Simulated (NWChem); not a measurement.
ClTl in NWChem

SMILES: [Cl][Tl]
```xyz
2

Tl     0.0000     0.0000    -0.4371
Cl     0.0000     0.0000     2.0825
```
Charge 0, spin multiplicity 1.

Program: NWChem. The geometry was optimised at PBE0/def2-SVP with def2 effective core potentials on Tl, a minimum by its harmonic frequencies.

Symmetry labels belong to the abelian group C2v used in the runs, with the axes of the coordinates shown; states degenerate in a higher group split over its labels.

Effective core potentials replace the inner electrons of Tl; spin-orbit coupling is left out. B3LYP has NWChem's definition, with VWN1-RPA local correlation. The structure started from a generated list of species.

Question: List the lowest 3 singlet excitations that TD-B3LYP/def2-SVPD with def2 effective core potentials on Tl, VWN1-RPA local correlation gives, with oscillator strengths.

Answer: 
| state | symmetry | energy (eV) | wavelength (nm) | f |
|---|---|---|---|---|
| 1 | b1 | 4.47 | 277 | 0.038 |
| 2 | b2 | 4.47 | 277 | 0.038 |
| 3 | a2 | 4.54 | 273 | 0.000 |
